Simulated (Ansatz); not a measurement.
`[SiH3][CH]1[O][GeH2]1` and `F[CH]1[O][GeH2]1` differ in one atom or group.

Ansatz, PBE0-D4/def2-TZVP geometries, multiplicity 1. 

Scalar relativity is left out up to krypton.

```json
{"property": "HOMO–LUMO gap (PBE/def2-TZVPP) / eV", "`[SiH3][CH]1[O][GeH2]1`": "4.35"}
{"property": "HOMO–LUMO gap (B3LYP/def2-TZVPP) / eV", "`[SiH3][CH]1[O][GeH2]1`": "5.93"}
{"property": "size of the dipole moment (B3LYP/def2-TZVPP) / D", "`[SiH3][CH]1[O][GeH2]1`": "2.31"}
{"property": "HOMO energy (PBE0/def2-TZVPP) / eV", "`[SiH3][CH]1[O][GeH2]1`": "-7.22"}
{"property": "size of the dipole moment (PBE/def2-TZVPP) / D", "`[SiH3][CH]1[O][GeH2]1`": "2.11"}
{"property": "LUMO energy (PBE0/def2-TZVPP) / eV", "`[SiH3][CH]1[O][GeH2]1`": "-0.84"}
```

What does the change do to each property? (An estimate is asked.)

Ansatz gave: 
```tsv
property	`F[CH]1[O][GeH2]1`	shift
HOMO–LUMO gap (PBE/def2-TZVPP) / eV	4.12	-0.23
HOMO–LUMO gap (B3LYP/def2-TZVPP) / eV	5.63	-0.30
size of the dipole moment (B3LYP/def2-TZVPP) / D	2.80	0.49
HOMO energy (PBE0/def2-TZVPP) / eV	-7.25	-0.03
size of the dipole moment (PBE/def2-TZVPP) / D	2.46	0.35
LUMO energy (PBE0/def2-TZVPP) / eV	-1.17	-0.33
```

Dipoles are sizes alone; their direction can turn.

B3LYP here is the variant with VWN-RPA as its local correlation; programs differ in this.
